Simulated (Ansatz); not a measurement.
Stretching the Si1–H4 bond in F2H2Si (SMILES F[SiH2]F) (multiplicity 1 held, fragments rigid). Energies count from the point at 1.470 Å.
Geometry at that point (charge 0, multiplicity 1):
```xyz
5

Si     0.22395    -0.14591     0.36052
F     -0.89517    -0.95087    -0.43504
F      0.40910     1.26754    -0.34743
H      1.48977    -0.88621     0.26169
H     -0.25050     0.07882     1.73329
```

Restricted levels (R-, RO-) in cc, def2 and unpolarised 6-31G sets keep to the state of the molecule at rest. U- levels take the lowest unrestricted solution at each point, which mixes spins at long bonds. Active spaces are followed from a long bond inwards. Curves can end on different states.

Cores are frozen in the correlated methods.

Codes used: Ansatz (a first-principles code) with Gaussian orbitals. Each number belongs to the level named beside it.

Energies in kcal/mol.

```json
[
 {"R (Å)": "1.176", "R-HF/cc-pV(T+d)Z": "29.6", "U-wB97X-V/cc-pV(T+d)Z": "30.6", "U-CCSD/cc-pV(T+d)Z": "29.7", "SC-NEVPT2 on CASSCF(2,2)/cc-pV(T+d)Z": "30.8", "FIC-MRCISD+Q on CASSCF(2,2)/cc-pV(T+d)Z": "29.7"},
 {"R (Å)": "1.323", "R-HF/cc-pV(T+d)Z": "5.4", "U-wB97X-V/cc-pV(T+d)Z": "6.1", "U-CCSD/cc-pV(T+d)Z": "5.6", "SC-NEVPT2 on CASSCF(2,2)/cc-pV(T+d)Z": "6.4", "FIC-MRCISD+Q on CASSCF(2,2)/cc-pV(T+d)Z": "5.6"},
 {"R (Å)": "1.470", "R-HF/cc-pV(T+d)Z": "0.0", "U-wB97X-V/cc-pV(T+d)Z": "0.0", "U-CCSD/cc-pV(T+d)Z": "0.0", "SC-NEVPT2 on CASSCF(2,2)/cc-pV(T+d)Z": "0.0", "FIC-MRCISD+Q on CASSCF(2,2)/cc-pV(T+d)Z": "0.0"},
 {"R (Å)": "1.617", "R-HF/cc-pV(T+d)Z": "4.8", "U-wB97X-V/cc-pV(T+d)Z": "3.8", "U-CCSD/cc-pV(T+d)Z": "4.2", "SC-NEVPT2 on CASSCF(2,2)/cc-pV(T+d)Z": "3.5", "FIC-MRCISD+Q on CASSCF(2,2)/cc-pV(T+d)Z": "4.1"},
 {"R (Å)": "1.764", "R-HF/cc-pV(T+d)Z": "14.9", "U-wB97X-V/cc-pV(T+d)Z": "12.8", "U-CCSD/cc-pV(T+d)Z": "13.3", "SC-NEVPT2 on CASSCF(2,2)/cc-pV(T+d)Z": "12.0", "FIC-MRCISD+Q on CASSCF(2,2)/cc-pV(T+d)Z": "13.2"},
 {"R (Å)": "1.984", "R-HF/cc-pV(T+d)Z": "34.4", "U-wB97X-V/cc-pV(T+d)Z": "30.4", "U-CCSD/cc-pV(T+d)Z": "30.8", "SC-NEVPT2 on CASSCF(2,2)/cc-pV(T+d)Z": "28.3", "FIC-MRCISD+Q on CASSCF(2,2)/cc-pV(T+d)Z": "30.3"},
 {"R (Å)": "2.205", "R-HF/cc-pV(T+d)Z": "55.1", "U-wB97X-V/cc-pV(T+d)Z": "49.2", "U-CCSD/cc-pV(T+d)Z": "48.7", "SC-NEVPT2 on CASSCF(2,2)/cc-pV(T+d)Z": "44.9", "FIC-MRCISD+Q on CASSCF(2,2)/cc-pV(T+d)Z": "47.7"},
 {"R (Å)": "2.572", "R-HF/cc-pV(T+d)Z": "87.1", "U-wB97X-V/cc-pV(T+d)Z": "78.0", "U-CCSD/cc-pV(T+d)Z": "74.8", "SC-NEVPT2 on CASSCF(2,2)/cc-pV(T+d)Z": "67.9", "FIC-MRCISD+Q on CASSCF(2,2)/cc-pV(T+d)Z": "71.6"},
 {"R (Å)": "2.939", "R-HF/cc-pV(T+d)Z": "114.1", "U-wB97X-V/cc-pV(T+d)Z": "92.6", "U-CCSD/cc-pV(T+d)Z": "91.4", "SC-NEVPT2 on CASSCF(2,2)/cc-pV(T+d)Z": "82.7", "FIC-MRCISD+Q on CASSCF(2,2)/cc-pV(T+d)Z": "87.1"},
 {"R (Å)": "3.380", "R-HF/cc-pV(T+d)Z": "139.6", "U-wB97X-V/cc-pV(T+d)Z": "98.6", "U-CCSD/cc-pV(T+d)Z": "98.7", "SC-NEVPT2 on CASSCF(2,2)/cc-pV(T+d)Z": "91.5", "FIC-MRCISD+Q on CASSCF(2,2)/cc-pV(T+d)Z": "96.1"},
 {"R (Å)": "3.968", "R-HF/cc-pV(T+d)Z": "164.4", "U-wB97X-V/cc-pV(T+d)Z": "100.6", "U-CCSD/cc-pV(T+d)Z": "100.5", "SC-NEVPT2 on CASSCF(2,2)/cc-pV(T+d)Z": "95.2", "FIC-MRCISD+Q on CASSCF(2,2)/cc-pV(T+d)Z": "99.9"},
 {"R (Å)": "4.703", "R-HF/cc-pV(T+d)Z": "184.7", "U-wB97X-V/cc-pV(T+d)Z": "101.0", "U-CCSD/cc-pV(T+d)Z": "100.8", "SC-NEVPT2 on CASSCF(2,2)/cc-pV(T+d)Z": "96.1", "FIC-MRCISD+Q on CASSCF(2,2)/cc-pV(T+d)Z": "100.8"}
]
```

Doubts at one or more of the structures used: a restricted determinant that unrestricted orbitals would lower (R-HF/cc-pV(T+d)Z); a spin-contaminated determinant (U-wB97X-V/cc-pV(T+d)Z, U-CCSD/cc-pV(T+d)Z); T1 above 0.05 (U-CCSD/cc-pV(T+d)Z).
